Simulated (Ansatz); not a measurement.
Start from `O=C=[N][SnH2][F]` and change one atom or group to get `BN=C=O`.

Ansatz, PBE0-D4/def2-TZVP geometries, multiplicity 1. Each molecule was computed in one conformer, which needn't be the lowest.

Elements past krypton have def2 core potentials.

```csv
property,`O=C=[N][SnH2][F]`
size of the dipole moment (B3LYP/def2-TZVPP) / D,3.88
LUMO energy (PBE/def2-TZVPP) / eV,-2.00
LUMO energy (ωB97M-V/def2-TZVPP) / eV,0.61
LUMO energy (B3LYP/def2-TZVPP) / eV,-1.40
HOMO–LUMO gap (PBE0/def2-TZVPP) / eV,7.56
HOMO–LUMO gap (ωB97M-V/def2-TZVPP) / eV,11.48
```

Q: Give the same properties after the change, and the shifts. (Estimate.)

A: Computed: 
```csv
property,`BN=C=O`,shift
size of the dipole moment (B3LYP/def2-TZVPP) / D,1.00,-2.88
LUMO energy (PBE/def2-TZVPP) / eV,-2.91,-0.91
LUMO energy (ωB97M-V/def2-TZVPP) / eV,0.08,-0.53
LUMO energy (B3LYP/def2-TZVPP) / eV,-2.16,-0.76
HOMO–LUMO gap (PBE0/def2-TZVPP) / eV,6.45,-1.11
HOMO–LUMO gap (ωB97M-V/def2-TZVPP) / eV,10.69,-0.79
```

With PBE0 the HOMO rises by 0.25 eV and the LUMO falls by 0.86 eV, so the gap narrows by about 1.11 eV. PBE moves the HOMO by 0.20 eV and ωB97M-V by 0.26 eV. Dipoles are sizes alone; their direction can turn.

B3LYP here is the variant with VWN-RPA as its local correlation; programs differ in this.
